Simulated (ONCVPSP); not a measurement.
## V, ONCV: configuration errors across variants

ONCVPSP 4.0.1 input, shortened (lines: element, Z, core and valence counts, functional; n l f; lmax; l rc ep ncon nbas qcut; lloc lpopt rc5 dvloc0; l nproj debl; icmod fcfact rcfact), LDA (Perdew-Zunger), scalar-relativistic:

```
  V 23.00    5    2        3      upf
    1    0    2.00
    2    0    2.00
    2    1    6.00
    3    0    2.00
    3    1    6.00
    3    2    4.00
    4    0    1.00
    2
    0    2.90    0.00    3    7    2.00
    1    2.85    0.33    4    8    3.20
    2    1.85    0.00    3    8    7.00
    4    5    1.55    2.00
    0    2    2.40
    1    2    0.50
    2    1    1.20
    2    0.25    1.10
```

In the p channel the program set the typed energies aside and used 0.050, 0.550 Ha.

All-electron excitation energies from the reference (eV): (1) 3d3 4s2 -0.541; (2) 3d3 4s1 7.400; (3) 3d3 4s0 21.945; (4) 3d3.5 4s1.5 -0.514.

1 further variants failed, have other tests or too few solved ones, and are left out.

A true bound ghost makes a file unfit for plane-wave use even where its test errors are small: the radial tests pick states by their node count and pass the ghost by.

Errors AE − PS in meV (a dash: test not solved or not reliable):

```tsv
change	(1)	(2)	(3)	(4)	bound ghosts	GHOST(+) flags above zero
base	-14	-35	-116	-4.4	none	s
p: qcut 4.6	-14	-35	-116	-4.4	p	s
core correction Teter function fitted to the true core (icmod 2), fcfact 0.94	-31	-48	-106	-7.5	none	s
s: debl 0.5	-12	-36	-115	-4.2	none	s
s: nproj 3	-14	-37	-116	-4.5	none	s
p: ncon 5, nbas 9	-14	-35	-116	-4.4	none	s, p
s: qcut 2.6; p: qcut 4.2; d: qcut 9.2	-76	-64	-80	-15	none	s
p: rc 1.92	-14	-35	-116	-4.4	p	s, p
all radii but the core radius scaled by about 0.77 (s 2.22, p 2.18, d 1.42 bohr); local potential polynomial inside 1.20 bohr (lpopt 5, dvloc0 2 Ha)	-96	-80	-79	-21	p	s
s: nbas 8	-10	-32	-120	-3.8	none	s
```

Task: Give the same row for: local potential polynomial inside 1.20 bohr (lpopt 5, dvloc0 4 Ha).

Result: -11, -31, -110, -3.8; bound ghosts: none; GHOST(+) flags above zero: s, p.
